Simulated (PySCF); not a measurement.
First SCF of a structure search on singlet MoOF₄, at a hand-made trigonal bipyramidal (ligand arrangement 2) geometry. PySCF input:

```python
from pyscf import gto, scf, dft
mol = gto.M(atom='''
Mo     0.000000     0.000000     0.000000
O      0.000000     0.000000    -1.780000
F      0.000000     0.000000     2.020000
F      2.020000     0.000000     0.000000
F     -1.010000     1.749400     0.000000
F     -1.010000    -1.749400     0.000000''',
    basis={'Mo': 'def2-SVP', 'O': 'def2-SVP', 'F': 'def2-SVP'},
    ecp={'Mo': 'def2-SVP'},
    charge=0, spin=0)
mf = dft.RKS(mol, xc='PBE0')
mf.grids.atom_grid = (50, 194)
aux = {'Mo': 'def2-universal-JKFIT', 'O': 'def2-universal-JKFIT', 'F': 'def2-universal-JKFIT'}
mf = mf.density_fit(auxbasis=aux)
mf.conv_tol = 1e-08
mf.diis_space = 10
mf.max_cycle = 60
mf.init_guess = 'minao'
mf.verbose = 4
mf.kernel()
```

Excerpt of the output (cycles and frontier levels):

```
init E= -533.912935714183
  HOMO = -0.64857342449646  LUMO = -0.366765483558528  gap/eV = 7.66838
cycle= 1 E= -541.084371134628  delta_E= -7.17  |g|= 2.03  |ddm|= 3.15
cycle= 2 E= -528.648856453005  delta_E= 12.4  |g|= 6.06  |ddm|= 6.51
  HOMO = -0.375438501512655  LUMO = -0.190109262158571  gap/eV = 5.04307
cycle= 3 E= -541.614801587643  delta_E=  -13  |g|= 1.33  |ddm|= 5.98
  HOMO = -0.378833156851289  LUMO = -0.224547817231385  gap/eV = 4.19832
cycle= 4 E= -541.830920846965  delta_E= -0.216  |g|= 1.01  |ddm|= 1.56
  HOMO = -0.410949522969271  LUMO = -0.257596014882603  gap/eV = 4.17296
cycle= 5 E= -541.984304323349  delta_E= -0.153  |g|= 0.487  |ddm|= 0.838
  HOMO = -0.426568957834945  LUMO = -0.235086776661036  gap/eV = 5.21050
cycle= 6 E= -542.012604891771  delta_E= -0.0283  |g|= 0.333  |ddm|= 0.405
  HOMO = -0.421060677601477  LUMO = -0.223604291460405  gap/eV = 5.37306
cycle= 7 E= -542.027660850573  delta_E= -0.0151  |g|= 0.183  |ddm|= 0.137
  HOMO = -0.429711166605056  LUMO = -0.225199649930187  gap/eV = 5.56504
cycle= 8 E= -542.033606420565  delta_E= -0.00595  |g|= 0.0539  |ddm|= 0.0836
  HOMO = -0.429505447074918  LUMO = -0.222515850114488  gap/eV = 5.63247
cycle= 9 E= -542.034161090233  delta_E= -0.000555  |g|= 0.0129  |ddm|= 0.0321
  HOMO = -0.429506987569649  LUMO = -0.222209540338105  gap/eV = 5.64085
cycle= 10 E= -542.034189557442  delta_E= -2.85e-05  |g|= 0.00448  |ddm|= 0.0114
  HOMO = -0.429562940537949  LUMO = -0.22227499622517  gap/eV = 5.64059
cycle= 11 E= -542.034193334005  delta_E= -3.78e-06  |g|= 0.000552  |ddm|= 0.0031
  HOMO = -0.429572760583962  LUMO = -0.222303443328955  gap/eV = 5.64009
cycle= 12 E= -542.034193395637  delta_E= -6.16e-08  |g|= 0.000191  |ddm|= 0.000401
  HOMO = -0.429568160942637  LUMO = -0.222308652291093  gap/eV = 5.63982
cycle= 13 E= -542.03419340297  delta_E= -7.33e-09  |g|= 2.51e-05  |ddm|= 0.000119
  HOMO = -0.429565956044642  LUMO = -0.222309705315313  gap/eV = 5.63973
Extra cycle  E= -542.034193400455  delta_E= 2.52e-09  |g|= 0.000115  |ddm|= 8.62e-05
converged SCF energy = -542.034193400455
```

No lower solution of this spin was found from smeared starts or by a stability analysis within the restricted form, which does not test spin polarisation.

Stability towards spin polarisation was not tested.

The search for the lowest solution, 2 starts and the stability check together, took 92 s on 2 threads of a shared Intel Xeon @ 2.50GHz (Skylake/Cascade Lake) host, with 101 basis functions; the process peaked at 0.64 GiB.
